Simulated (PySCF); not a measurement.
Cl₂GeH₄OSi, SMILES [SiH](Cl)(Cl)[O][GeH3].

The structure is a stationary point at r2SCAN-D4/def2-SVP. This is a generated structure with no PubChem entry under its InChIKey; it may be hypothetical. The values are those of a single conformer.

Two levels are set side by side: PBE/def2-TZVP (PySCF) and ωB97X/def2-TZVP (PySCF). Same geometry, gas phase. Differences are taken from unrounded values.

| quantity | ωB97X |
|---|---|
| orbital gap (eV) | 13.16 |
| highest occupied level (eV) | -11.40 |
| lowest empty level (eV) | 1.77 |
| dipole moment (D) | 1.91 |
| mean polarisability (bohr³) | 76.0 |

### Question
What does PBE give, and how far is it from ωB97X? (Estimate from the structure and the level; the computed values follow.)

### Answer

```tsv
quantity	PBE	PBE minus ωB97X
orbital gap (eV)	6.32	-6.84
highest occupied level (eV)	-7.50	3.90
lowest empty level (eV)	-1.17	-2.94
dipole moment (D)	1.83	-0.08
mean polarisability (bohr³)	80.2	4.2
```

PBE's occupied levels lie high since its potential decays too fast outside the molecule; exact exchange lowers them and widens the gap. PBE's more diffuse valence density responds more strongly to a field. Differences between two approximate levels are no errors against the true value.

Rough cost on one machine, each run with all the roots and properties that it gave: ωB97X against PBE within a factor of 2.
